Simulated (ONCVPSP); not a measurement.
# Potentials for Si (Z = 14) compared

Generated with ld1.x 7.5 (TM, RRKJ, ultrasoft, PAW), atompaw 4.2 or ONCVPSP 4.0.1. The cutoff is in Ry: for ld1.x and atompaw files where the sum of valence levels is converged to 10 mRy in a Bessel basis, for ONCV files where the hardest occupied wave has 1 mHa per electron of residual kinetic energy. The error is the largest all-electron minus pseudo excitation energy over each file’s own four to seven test configurations (ionisations up to +4, promotions, holes and added fractions of an electron), all of which were solved. The labels leave out finer settings (local radius, basis sizes, second energies), which also bear on the numbers. Spin-polarised tests are not counted. The rows are a selection from randomly drawn settings: files with unsolved tests, undetermined cutoffs or missed reference levels are left out.

A true bound ghost makes a file unfit for plane-wave use even where its test errors are small: the radial tests pick states by their node count and pass the ghost by.

| potential | cutoff (Ry) | largest error (meV) | bound ghosts |
| --- | --- | --- | --- |
| ONCV, LDA (Perdew-Wang 92), scalar-relativistic, rc 1.25/2.20/1.65 (spd), local s, core correction yes, reference 3s2 3p1, qcut 5.4/3.8/6.4, projectors 0/3/2 | 64 | +47 | none |
| ONCV, PBE, non-relativistic, rc 1.70/1.80/1.90 (spd), local smoothed, core correction yes, reference 3s2 3p2, qcut 3.6/5.4/5.7, projectors 2/2/2 | 17 | -21 | none |
| ONCV, PBE, scalar-relativistic, rc 1.40/1.70 (sp), local smoothed, core correction no, reference 3s2 3p2, qcut 6/5, projectors 2/2 | 15 | +58 | s |
| ONCV, PBEsol, scalar-relativistic, rc 0.80/0.95 (sp), local smoothed, core correction yes, reference 2s2 2p6 3s2 3p2, qcut 14.5/13.7, projectors 2/2 | 155 | +588 | none |
| ONCV, PBE, scalar-relativistic, rc 1.80/2.15 (sp), local smoothed, core correction yes, reference 3s2 3p2, qcut 4.1/4.6, projectors 1/2 | 15 | +12 | none |
| ONCV, BLYP, scalar-relativistic, rc 1.75/2.00 (sp), local smoothed, core correction yes, reference 3s2 3p1.5, qcut 3.4/3.4, projectors 1/2 | 22 | +22 | none |

**Question.** Fill in the row for Si: ONCV, PBE, scalar-relativistic, rc 1.55/1.45/1.40 (spd), local smoothed, core correction yes, reference 3s2, qcut 4.7/5.2/7.2, projectors 2/1/1.

**Answer.** cutoff 25 Ry, largest error +373 meV, bound ghosts: s.
